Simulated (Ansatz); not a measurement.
Coupled-cluster diagnostics for H4Au3, Ansatz.

Geometry of the doublet (PBE-D4/def2-TZVP):

Cartesian coordinates in Å:
```
Au 0.2117 -0.4497 -0.8411
Au 1.0079 0.2751 1.6537
Au -1.4337 0.9211 0.7287
H 1.3285 0.7990 3.1208
H 0.6269 -1.7021 -2.2772
H -2.8400 1.2312 0.0569
H 1.0988 -1.0745 -2.4418
```

In the def2 sets Au takes a core potential; there is no spin–orbit coupling. Correlated methods freeze no core orbitals; core or outer-core shells of Au are correlated, in sets that lack core-valence functions. In the doublet, H5 and H7 lie 0.80 Å apart (atoms count from 1), so H2 has formed as a molecule. No other spin state of charge 0 was run. Another isomer (doublet) lies 0.06 eV lower at PBE0-D4/def2-TZVP; other spin states weren't run for this one.

(1) Estimate the CCSD(T) correlation energy, the shares of MP2 and (T), T1 and the reference's ⟨S²⟩ for: charge 0, doublet, own geometry in def2-SVP; and the rough time on 4 threads of Arm Neoverse V2 on a shared host.

Results:

(1) 
```csv
state,basis,correlation (eV),MP2 share (%),(T) share (%),T1,⟨S²⟩ (pure),wall time
"charge 0, doublet, own geometry",def2-SVP,-31.312,104.4,2.9,0.026,0.80 (0.75),2.8 min
```
Customary marks for T1 are 0.02 (closed shells), 0.045 (open shells) and about 0.05 (3d metals). T1 exceeds 0.02 in 1 of 1 rows and 0.045 in 0; the higher it lies, the less the single-reference result can be trusted.
